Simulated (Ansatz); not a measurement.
The cluster Li2Cl2⁻. Charge -1, multiplicity 2. Geometry r2SCAN-D4/def2-TZVP, that of the neutral singlet; atoms count from 1.

```
atom   x (Å)   y (Å)   z (Å)
 Li1  -0.898   0.641   0.684
 Li2   0.898  -0.641  -0.684
 Cl3   1.282   0.828   0.908
 Cl4  -1.282  -0.828  -0.908
```

The highest occupied level of the charge -1 doublet lies above zero (up to 0.87 eV). Energy differences disagree on whether the electron is bound (positive means bound): 0.09 eV (vertical, to the charge 0 singlet, at PBE0-D4/def2-TZVPD), but -0.15 eV at CCSD/def2-TZVPD. The structure comes from a short search, and lower isomers may exist.

Estimate the Mulliken populations from the PBE0/def2-TZVPD orbitals of Ansatz.


| atom | charge (e) | spin (α − β) |
| --- | --- | --- |
| Li1 | 0.26 | 0.65 |
| Li2 | 0.26 | 0.65 |
| Cl3 | -0.76 | -0.15 |
| Cl4 | -0.76 | -0.15 |
Mulliken values and Mayer orders depend strongly on the basis. With diffuse functions, as here, like atoms can get unlike values, and bond orders can come out too low or too high.

Where does the spin sit?

Summed by element: Li 1.31, Cl -0.31, of 1 unpaired in all. Largest on single atoms: Li1 0.65, Li2 0.65, Cl3 -0.15.

And the Mayer bond orders between bonded heavy atoms (over 0.3)?

Li1–Li2 0.88 (2.60 Å).
